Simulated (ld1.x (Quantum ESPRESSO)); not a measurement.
Configuration tests for iridium (Ir) (RRKJ)

iridium, norm-conserving RRKJ (Kleinman–Bylander form), made with ld1.x (Quantum ESPRESSO) 7.5 (PBE, scalar-relativistic). Core [Kr] 4d10 4f14, reference 5s2 5p6 5d7 6s2 6p0. Waves: 5p (bound): rc 1.75 bohr; 5d (bound): rc 2.25 bohr; 5s (bound): rc 1.35 bohr. Local part: the s channel. Core correction: none.

Occupied shells without a wave of their own: 6s. They enter only through the test configuration that unscreens the potential.

Energies are relative to the spin-unpolarised reference configuration 5s2 5p6 5d7 6s2 6p0; without spin polarisation the order of configurations can differ from experiment.

| valence configuration | charge | ΔE all-electron (eV) | error AE − PS (meV) |
| --- | --- | --- | --- |
| 5s2 5p6 5d7 6s0 6p0 | +2 | 27.348 | -2695 |
| 5s2 5p6 5d6 6s0 6p0 | +3 | 57.889 | -3584 |
| 5s2 5p6 5d6 6s2 6p0 | +1 | 12.190 | -27 |
| 5s2 5p6 5d6 6s2 6p1 | 0 | 7.160 | +114 |
| 5s2 5p6 5d8 6s0 6p0 | +1 | 8.633 | -1949 |
| 5s2 5p6 5d7 6s1 6p1 | 0 | 5.315 | -905 |

Problem. What are ΔE and the potential's error for 5s2 5p6 5d7 6s1 6p0?

Solution. ΔE = 9.879 eV all-electron; the error (AE − PS) is -1117 meV.

Levels in the configuration 5s2 5p6 5d8 6s0 6p0:

| level | all-electron (eV) | pseudo (eV) |
| --- | --- | --- |
| 5s | -103.374 | -104.381 |
| 5p | -60.302 | -61.212 |
| 5d | -13.277 | -13.935 |

The 6s level has no wave, so the channel is fitted at the deeper level alone: the likely source of the large errors.

The potential misses its own reference levels by up to 0.9 eV.
